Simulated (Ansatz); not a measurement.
C$_{3}$H$_{10}$BFOSi (`C[Si](C)(C)OBF`), relaxed with RKS PBE0-D4/def2-TZVP in Ansatz from a GFN2-xTB geometry. The force threshold is 0.005 eV/Å; the program also tests the step.

Charge 0, multiplicity 1.

Start:

```xyz
17

C    -0.242    0.735   -1.698
Si   -0.138   -0.191   -0.035
C     0.346   -2.016   -0.274
C    -1.740    0.001    0.979
O     1.065    0.417    0.922
B     1.871    1.415    1.171
F     1.850    2.508    0.401
H    -0.411    1.797   -1.542
H     0.685    0.637   -2.258
H    -1.045    0.361   -2.325
H    -0.418   -2.551   -0.829
H     1.280   -2.117   -0.821
H     0.473   -2.519    0.680
H    -1.643   -0.462    1.957
H    -1.991    1.046    1.136
H    -2.580   -0.466    0.476
H     2.638    1.405    2.060
```

```tsv
step	energy (eV)	largest force (eV/Å)	largest move (Å)
1	-16588.3328	0.897	0.000
2	-16588.4153	0.389	0.060
3	-16588.4291	0.242	0.030
4	-16588.4310	0.167	0.015
5	-16588.4330	0.290	0.066
6	-16588.4398	0.075	0.101
7	-16588.4412	0.046	0.089
8	-16588.4423	0.109	0.100
9	-16588.4434	0.179	0.065
10	-16588.4448	0.212	0.107
11	-16588.4456	0.291	0.117
12 (rejected)	-16588.4424	0.315	0.075
13	-16588.4490	0.069	0.036
14	-16588.4512	0.023	0.100
15	-16588.4526	0.236	0.146
16	-16588.4537	0.113	0.015
17	-16588.4545	0.044	0.037
18	-16588.4556	0.099	0.108
19 (rejected)	-16588.4512	0.236	0.116
20	-16588.4562	0.035	0.038
21	-16588.4564	0.029	0.053
22	-16588.4564	0.009	0.008
23	-16588.4564	0.001	0.005
24	-16588.4564	0.002	0.006
```

End:

```xyz
17

C    -0.123    0.648   -1.705
Si   -0.042   -0.249   -0.074
C     0.231   -2.073   -0.311
C    -1.554    0.087    0.961
O     1.309    0.295    0.765
B     1.696    1.487    1.222
F     0.929    2.567    1.034
H    -0.238    1.724   -1.553
H     0.785    0.481   -2.291
H    -0.972    0.298   -2.299
H    -0.602   -2.525   -0.855
H     1.146   -2.260   -0.879
H     0.322   -2.582    0.651
H    -1.483   -0.407    1.933
H    -1.679    1.159    1.132
H    -2.454   -0.282    0.463
H     2.728    1.633    1.808
```

Run time 87 s (2 threads of an AMD EPYC 7R13 on a shared host and a share of an NVIDIA H100 80 GB); peak host memory 0.93 GiB.
